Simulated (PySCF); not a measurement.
Species: C₆H₁₁N₃Si.
Geometry (GFN2-xTB, Å), atoms numbered from 1 in this order:
```xyz
21
C6H11N3Si angstrom
C     -1.7534   -1.0561    1.2431
Si    -0.8080    0.3578    0.3838
C     -1.7069    0.8945   -1.2107
C     -0.5145    1.8294    1.5502
C      0.9051   -0.3370   -0.0856
C      1.2731   -0.8245   -1.3471
N      2.4864   -1.2838   -1.5793
C      3.3087   -1.2592   -0.5340
N      2.9985   -0.8454    0.6759
N      1.7999   -0.3813    0.8953
H     -2.7173   -0.7157    1.6083
H     -1.9328   -1.8872    0.5665
H     -1.1933   -1.4364    2.0920
H     -1.0946    1.5570   -1.8159
H     -1.9818    0.0439   -1.8276
H     -2.6213    1.4279   -0.9707
H      0.1970    1.5623    2.3251
H     -0.1144    2.6873    1.0173
H     -1.4356    2.1414    2.0328
H      0.5778   -0.8430   -2.1760
H      4.3184   -1.6150   -0.6890
```

Probes without a nucleus sit at each ring's centroid and 1 Å off its mean plane on both sides; NICS is minus the shielding there, NICSzz its component along the normal. Level: GIAO PBE0/pcSseg-1 (PySCF, non-relativistic, gas phase) on the GFN2-xTB geometry, one conformer.

Ring bond lengths (Å), with Mayer bond orders in brackets: C5–C6 1.402 (1.30), C6–N7 1.318 (1.51), N7–C8 1.330 (1.41), C8–N9 1.316 (1.48), N9–N10 1.304 (1.34), N10–C5 1.328 (1.41).

Problem. What do the NICS probes read (ppm)?

Solution. 
```json
{"ring": "C5–C6–N7–C8–N9–N10", "type": "6-membered ring with 3 N; formal bonds all aromatic", "NICS(0)": "-3.1", "NICS(1), two faces": "-11.1 / -10.9", "NICS(1)zz, two faces": "-26.9 / -26.5", "rms pucker (Å)": "0.01", "centre to ring atoms, mean (Å)": "1.33"}
```

Problem. What can be read from them?

Solution. 
- C5–C6–N7–C8–N9–N10: mean NICS(1)zz -26.7 ppm, shielded. For a flat ring without four-coordinate atoms the NICS criterion counts such a value as aromatic. NICS(0) lies 8 ppm above the mean NICS(1).

Problem. How equal are the bonds by HOMA? HOMA = 1 − mean of α(R − Ropt)² over the ring bonds, with Krygowski's 1993 parameters (CC: Ropt 1.388 Å, α 257.7 Å⁻²; CN: Ropt 1.334 Å, α 93.52 Å⁻²; NN: Ropt 1.309 Å, α 130.33 Å⁻²).

Solution. 
- C5–C6–N7–C8–N9–N10: HOMA 0.98; the largest term is that of C5–C6, α(R − Ropt)² = 0.05. The geometric and the magnetic index point the same way.

Problem. At the first NICS(1) probe listed for ring C5–C6–N7–C8–N9–N10, 1 Å off the ring, how large is the induced field along the normal in 14.1 T applied along it?

Solution. NICSzz × B0 = -26.9 ppm × 14.1 T = -379 μT, against the applied field.

Problem. List the ring angles and the Hirshfeld charges of the ring atoms.

Solution. 
- C5–C6–N7–C8–N9–N10: C5 118.4° (-0.039 e), C6 121.4° (+0.034 e), N7 115.1° (-0.149 e), C8 125.6° (+0.076 e), N9 118.9° (-0.112 e), N10 120.5° (-0.078 e); sum 720.0° against 720° for a flat convex ring.

Problem. How shielded are the nuclei of the rings and their hydrogens (means over atoms taken as equivalent)?

Solution. 
```tsv
atoms	environment	σ isotropic (ppm)	principal values of the symmetric part, first atom (ppm)
C5	substituted aromatic carbon	11.2	-109.5, -19.2, 162.3
C6	aromatic CH next to a ring nitrogen	30.0	-89.3, 27.6, 151.8
N7	pyridine-type nitrogen	-56.7	-325.2, -156.8, 311.8
C8	aromatic CH next to a ring nitrogen	25.2	-84.9, 31.0, 129.6
N9	pyridine-type nitrogen	-173.2	-554.0, -217.6, 252.1
N10	pyridine-type nitrogen	-246.9	-751.1, -246.4, 256.8
H20	aromatic hydrogen	23.03	18.1, 20.6, 30.4
H21	aromatic hydrogen	21.79	18.1, 21.1, 26.2
```
